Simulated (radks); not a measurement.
The numbers below are computed, except where a source is named.
Question: Ionisation of Rh3+, [Kr] 4d6, to Rh4+, [Kr] 4d5, under several functionals. Dirac Kohn-Sham, spin-unpolarised, spherical densities, finite nucleus; open shells fill j = l - 1/2 first; a radial shooting solver on a logarithmic mesh with Libxc functionals. Known Delta-SCF values: HCTH/407 47.240 eV. What does BLYP give, and what is its highest occupied eigenvalue?

Answer: 46.517 eV by Delta-SCF; the 4d5/2 eigenvalue is -39.112 eV. NIST: 42 eV (theoretical).

Beside tabulated values, note that spin-unpolarised runs miss the spin-polarisation part of the exchange energy of open shells.
